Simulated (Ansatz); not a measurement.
Method: frozen-core CCSD(T)/cc-pVDZ // r2SCAN-D4/def2-SVP (Ansatz, a first-principles code).

Ansatz 0.2 input:
```yaml
crystal:
  periodic: [false, false, false]
  atoms:
    - { symbol: C, position_ang: [-2.089643, -1.451683, -0.266438] }
    - { symbol: O, position_ang: [-1.627631, -0.405731, 0.554678] }
    - { symbol: Si, position_ang: [-0.21926, 0.426816, 0.286073] }
    - { symbol: N, position_ang: [0.100515, 1.202262, 1.769869] }
    - { symbol: N, position_ang: [-0.177595, 1.635366, -0.93594] }
    - { symbol: O, position_ang: [0.841831, -0.754402, -0.231498] }
    - { symbol: C, position_ang: [2.22657, -0.539697, -0.341999] }
    - { symbol: H, position_ang: [-2.987322, -1.893485, 0.1951] }
    - { symbol: H, position_ang: [-2.370843, -1.088775, -1.274345] }
    - { symbol: H, position_ang: [-1.328485, -2.242525, -0.388828] }
    - { symbol: H, position_ang: [-0.162364, 0.791525, 2.657415] }
    - { symbol: H, position_ang: [0.761857, 1.962459, 1.861891] }
    - { symbol: H, position_ang: [-0.059776, 1.36191, -1.906266] }
    - { symbol: H, position_ang: [-0.760896, 2.46247, -0.859351] }
    - { symbol: H, position_ang: [2.716828, -1.487154, -0.618261] }
    - { symbol: H, position_ang: [2.665292, -0.192846, 0.613761] }
    - { symbol: H, position_ang: [2.470924, 0.213491, -1.115857] }
basis:
  gaussian: { orbitals: cc-pVDZ }
correlation:
  method: ccsd_t
```

Output:

```
Functional definition: HF
1400 factors; integrals over basis functions are off by at most 1.3e-3 eV
mean field evaluation 1: about -17117.6668 eV, gradient 5.0e1 eV
mean field evaluation 2: about -17117.8689 eV, gradient 5.0e1 eV
mean field evaluation 4: about -17123.0749 eV, gradient 4.1e0 eV
mean field evaluation 8: about -17123.1294 eV, gradient 4.7e-2 eV
mean field evaluation 16: about -17121.7504 eV, gradient 2.4e1 eV
mean field -17123.12946025 eV, -629.2634011901 hartree, gradient 1.0e-6 eV, S^2 0.000000; 0 other end points of the search recorded, 0 dependent functions left out
11 core orbitals not correlated
reference -17123.12946025 eV, -629.2634011901 hartree; 22, 22 occupied and 119, 119 virtual orbitals, 1400 factors
second order -29.65067450 eV of doubles, -0.00000000 eV of singles
cycle   1  -30.52013304 eV  change   -8.7e-1 eV  update   1.1e-1
cycle   2  -31.22990509 eV  change   -7.1e-1 eV  update   3.2e-2
cycle   3  -31.40124172 eV  change   -1.7e-1 eV  update   1.6e-2
cycle   4  -31.39603468 eV  change    5.2e-3 eV  update   3.2e-3
cycle   5  -31.39576596 eV  change    2.7e-4 eV  update   1.2e-3
cycle   6  -31.39624634 eV  change   -4.8e-4 eV  update   3.7e-4
cycle   7  -31.39603832 eV  change    2.1e-4 eV  update   1.3e-4
cycle   8  -31.39596371 eV  change    7.5e-5 eV  update   3.7e-5
cycle   9  -31.39596048 eV  change    3.2e-6 eV  update   1.4e-5
perturbative correction -0.79319738 eV, -0.0291494660 hartree
Total energy: -17155.31861811 eV, -630.4463309230 hartree
```

Cost: about 2.2 core-minutes (a rough figure).
